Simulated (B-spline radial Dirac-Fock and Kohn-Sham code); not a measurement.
# Relativistic shifts of the levels of I³⁶⁺

System: I³⁶⁺, [Ne] 3s2 3p5.

Both columns are ΔSCF binding energies of the configuration average from a radial B-spline solver: non-relativistic Hartree-Fock with a point nucleus, and Dirac-Fock with a finite nucleus and the Coulomb interaction alone, averaged over the two j levels with weights 2j+1.

| shell | Hartree-Fock (eV) | Dirac-Fock (eV) | shift (eV) | shift (%) |
| --- | --- | --- | --- | --- |
| 1s | 34003.3 | 35344.8 | +1341.48 | +3.95 |
| 2s | 6838.1 | 7188.8 | +350.71 | +5.13 |
| 3s | 2611.7 | 2711.4 | +99.68 | +3.82 |
| 3p | 2498.5 | 2539.0 | +40.49 | +1.62 |

Relativity binds 1s, 2s, 3s, 3p more strongly, among those listed most of all 2s in relative terms.

Values without a named source are computed, but for edge energies of neutral atoms, which are taken from tables.
